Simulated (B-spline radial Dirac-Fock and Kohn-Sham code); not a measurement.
Model: independent-particle radiative and Coulomb Auger rates from relativistic LDA hole-state orbitals, with Dirac-Fock energies. Program: a B-spline atomic structure program. Free neutral atoms.

Task: Order these holes by natural width, smallest first.
A. Ge L3 (2p3/2)
B. Hf L2 (2p1/2)
C. W K (1s)
D. Hf M5 (3d5/2)
E. Cd L3 (2p3/2)

Result: A (0.864 eV), D (1.67 eV), E (2.25 eV), B (4.62 eV), C (38.8 eV).

Values without a named source are computed, but for edge energies of neutral atoms, which are taken from tables.
